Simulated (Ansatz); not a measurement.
Input file for Ansatz (an electronic-structure program): R-wB97M-V/def2-TZVPPD on AlH5S (a complex), monomers drawn apart or pushed together. Files ending in .json are basis or fitting sets from the Basis Set Exchange.

Ansatz 0.2 input:
```yaml
crystal:
  periodic: [false, false, false]
  atoms:
    - {symbol: Al, position_ang: [-0.25202210, -0.12635167, 0.49225603]}
    - {symbol: H, position_ang: [-1.00168848, -1.49315276, 0.80039847]}
    - {symbol: H, position_ang: [-1.11700855, 1.19676598, 0.33867608]}
    - {symbol: H, position_ang: [1.19678043, -0.18373076, -0.15599863]}
    - {symbol: S, position_ang: [0.69874525, 0.48180677, 3.23133908]}
    - {symbol: H, position_ang: [1.20457370, -0.72688344, 3.53349532]}
    - {symbol: H, position_ang: [-0.44820186, 0.24598567, 3.89239697]}
basis:
  gaussian:
    orbitals: def2-TZVPPD.json
hamiltonian:
  xc: {name: wB97M-V}
scf: {lower_state_search: off}
```

Q: What total energy does the run end on?

A: -643.5627 hartree.

Q: How many basis functions does it have, and what does it roughly cost on one machine?

A: 184 functions; about 6 core-seconds (a rough figure).
